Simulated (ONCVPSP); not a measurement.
Logarithmic derivatives: gallium (Ga), ONCV

| Quantity | Value |
| --- | --- |
| Element | gallium (Ga) |
| Generator | ONCVPSP 4.0.1 |
| Type | optimised norm-conserving Vanderbilt (ONCV) |
| Functional | Wu-Cohen |
| Relativity | scalar-relativistic |
| Frozen core | [Ar] 3d10 |
| Valence charge | 3 |
| Reference configuration | 4s1 (charge +2) |
| Partial waves | 4s: rc 1.50 bohr, ncon 4, nbas 7, qcut 4.5 1/bohr, 3 projectors, debl 1.8 Ha; p scattering state at 0.08 Ha: rc 1.35 bohr, ncon 5, nbas 9, qcut 5.6 1/bohr, 2 projectors, debl 0.8 Ha |
| Local potential | polynomial inside 1.15 bohr (lpopt 4, dvloc0 2 Ha) |
| Core correction | polynomial model core, fcfact 0.6 |

The phase is arctan(r·R′/R) of the radial function R(r), unwrapped; energies in Ha, scanned from -2 to 5 Ha. A pole is an energy at which the radial function vanishes at the test radius. The pseudo phase is shifted by a multiple of π to meet the all-electron one at the reference energy, and phase errors are pseudo minus all-electron; the curves can meet again beyond the range given. Levels narrower than the energy grid can be missing from the lists of poles.

```json
{"channel": "s", "radius (bohr)": "1.52", "reference energy (Ha)": "-0.96", "poles, all-electron": "3.63", "poles, pseudo": "3.63", "unbroken range about the reference energy with phases within 0.05 rad": "the whole range", "phase error 1 Ha above the reference energy (rad)": "+0.000"}
{"channel": "p", "radius (bohr)": "1.37", "reference energy (Ha)": "0.08", "poles, all-electron": "none", "poles, pseudo": "none", "unbroken range about the reference energy with phases within 0.05 rad": "the whole range", "phase error 1 Ha above the reference energy (rad)": "+0.000"}
```

Note: ghosts flagged at negative energy: s at -169.3 eV, p at -107.1 eV (a further GHOST(-) flag falls on a real empty level of the atom); GHOST(+) flags only above 600 eV. A true bound ghost makes a file unfit for plane-wave use.

Phases in the p channel:

```json
{"E (Ha)": "-1.98", "all-electron": "1.133", "pseudo": "1.138"}
{"E (Ha)": "-1.80", "all-electron": "1.098", "pseudo": "1.102"}
{"E (Ha)": "-1.62", "all-electron": "1.059", "pseudo": "1.062"}
{"E (Ha)": "-1.44", "all-electron": "1.016", "pseudo": "1.018"}
{"E (Ha)": "-1.26", "all-electron": "0.966", "pseudo": "0.968"}
{"E (Ha)": "-1.08", "all-electron": "0.909", "pseudo": "0.910"}
{"E (Ha)": "-0.90", "all-electron": "0.842", "pseudo": "0.843"}
{"E (Ha)": "-0.72", "all-electron": "0.764", "pseudo": "0.765"}
{"E (Ha)": "-0.54", "all-electron": "0.672", "pseudo": "0.672"}
{"E (Ha)": "-0.36", "all-electron": "0.562", "pseudo": "0.562"}
{"E (Ha)": "-0.18", "all-electron": "0.433", "pseudo": "0.433"}
{"E (Ha)": "0.00", "all-electron": "0.284", "pseudo": "0.284"}
{"E (Ha)": "0.18", "all-electron": "0.118", "pseudo": "0.118"}
{"E (Ha)": "0.36", "all-electron": "-0.060", "pseudo": "-0.060"}
{"E (Ha)": "0.54", "all-electron": "-0.239", "pseudo": "-0.239"}
{"E (Ha)": "0.72", "all-electron": "-0.408", "pseudo": "-0.408"}
{"E (Ha)": "0.90", "all-electron": "-0.561", "pseudo": "-0.561"}
{"E (Ha)": "1.08", "all-electron": "-0.693", "pseudo": "-0.693"}
{"E (Ha)": "1.26", "all-electron": "-0.806", "pseudo": "-0.806"}
{"E (Ha)": "1.44", "all-electron": "-0.900", "pseudo": "-0.900"}
{"E (Ha)": "1.62", "all-electron": "-0.980", "pseudo": "-0.980"}
{"E (Ha)": "1.80", "all-electron": "-1.047", "pseudo": "-1.047"}
{"E (Ha)": "1.98", "all-electron": "-1.104", "pseudo": "-1.104"}
{"E (Ha)": "2.16", "all-electron": "-1.153", "pseudo": "-1.152"}
{"E (Ha)": "2.34", "all-electron": "-1.195", "pseudo": "-1.194"}
{"E (Ha)": "2.52", "all-electron": "-1.232", "pseudo": "-1.231"}
{"E (Ha)": "2.70", "all-electron": "-1.264", "pseudo": "-1.263"}
{"E (Ha)": "2.88", "all-electron": "-1.293", "pseudo": "-1.291"}
{"E (Ha)": "3.06", "all-electron": "-1.318", "pseudo": "-1.317"}
{"E (Ha)": "3.24", "all-electron": "-1.341", "pseudo": "-1.339"}
{"E (Ha)": "3.42", "all-electron": "-1.362", "pseudo": "-1.360"}
{"E (Ha)": "3.60", "all-electron": "-1.380", "pseudo": "-1.378"}
{"E (Ha)": "3.78", "all-electron": "-1.397", "pseudo": "-1.395"}
{"E (Ha)": "3.96", "all-electron": "-1.413", "pseudo": "-1.410"}
{"E (Ha)": "4.14", "all-electron": "-1.428", "pseudo": "-1.425"}
{"E (Ha)": "4.32", "all-electron": "-1.442", "pseudo": "-1.438"}
{"E (Ha)": "4.50", "all-electron": "-1.454", "pseudo": "-1.450"}
{"E (Ha)": "4.68", "all-electron": "-1.466", "pseudo": "-1.462"}
{"E (Ha)": "4.86", "all-electron": "-1.477", "pseudo": "-1.472"}
```
